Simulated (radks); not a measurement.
Q: Species: Sr II. Configuration: [Kr] 5s1. All-electron calculation, scalar-relativistic Kohn-Sham, LDA (Slater exchange, Perdew-Zunger correlation), spin-polarised, spherical densities, point nucleus; open shells are filled with parallel spins first (spin-orbit coupling, left out, can overturn this in heavy ions). Program: a radial shooting solver on a logarithmic mesh with Libxc functionals. Some entries of the table are withheld. Estimate them.

orbital,occ.,eigenvalue (hartree),<r^2> (bohr^2),<r> (bohr)
1s up,1,-585.0272,0.002071,0.03921
1s down,1,-585.0266,0.002071,0.03921
2s up,1,-79.43816,0.03516,0.1727
2s down,1,-79.43771,0.03516,0.1727
2p up,3,-70.67283,0.02769,0.1505
2p down,3,-70.67240,0.02769,0.1505
3s up,1,-12.46399,0.2792,0.4931
3s down,1,-12.46324,0.2792,0.4931
3p up,3,-9.63585,0.2911,0.4992
3p down,3,-9.63507,0.2911,0.4992
3d up,5,-4.94977,0.3032,0.4986
3d down,5,-4.94893,0.3032,0.4986
4s up,1,(1),2.089,1.355
4s down,1,(2),2.082,1.353
4p up,3,-1.07451,2.826,1.565
4p down,3,-1.07021,2.797,1.558
5s up,1,(3),16.47,(4)
5s down,0,(5),16.80,(6)

A: 
(1) 4s up eigenvalue (hartree): -1.73909
(2) 4s down eigenvalue (hartree): -1.73636
(3) 5s up eigenvalue (hartree): -0.32571
(4) 5s up <r> (bohr): 3.826
(5) 5s down eigenvalue (hartree): -0.29586
(6) 5s down <r> (bohr): 3.853
